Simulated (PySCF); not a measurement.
Gas-phase reaction: 3 GeHCl + 3 HCl → GeCl4 + 2 GeH3Cl

Computed with PySCF (xtb for GFN2) and rigid-rotor harmonic-oscillator thermochemistry at 1 bar. † marks an energy on the PBE0/def2-TZVP geometry and frequencies; other levels use their own. MP2 and CCSD(T) freeze the core. 6-31G* has spherical d functions here. All species are closed-shell singlets. B3LYP is the form with VWN-RPA correlation. Ge: all electrons, no relativistic terms. GeHCl: computed as isolated molecules; such fragments, hydroxides, amides, oligomers or adducts are transient or little studied in the gas. MP2 isn't extrapolated to the basis-set limit; its ΔH°(298 K) is -583.9 kJ in def2-SVP and -590.1 kJ in def2-TZVPP. CCSD(T) isn't extrapolated to the basis-set limit; its ΔH°(298 K) is -521.4 kJ in def2-SVP and -539.0 kJ in def2-TZVPP. The harmonic model lacks anharmonicity and excited electronic states, which grow with temperature; levels with a mode under 35 cm⁻¹ are left out.

```csv
level,"ΔE electronic, kJ","ΔH°(298 K), kJ","ΔS°(298 K), J/K","ΔG°(2000 K), kJ"
B3LYP/def2-TZVP†,-459,-437,-477,478
BLYP/def2-TZVP†,-400,-378,-477,537
CCSD(T)/def2-TZVPP†,-561,-539,-477,377
GFN2-xTB,-325,-295,-462,593
HF/6-31G*,-531,-508,-483,424
HF/def2-TZVP†,-530,-508,-477,408
MP2/def2-TZVPP†,-612,-590,-477,325
PBE0/def2-SVP†,-565,-543,-477,373
LDA/def2-TZVP†,-603,-581,-477,334
ωB97M-V/def2-TZVP†,-531,-510,-477,406
ωB97X-V/def2-TZVP†,-578,-556,-477,360
```
ΔH° is lowest at MP2/def2-TZVPP† and highest at GFN2-xTB. No reference value is set beside these.
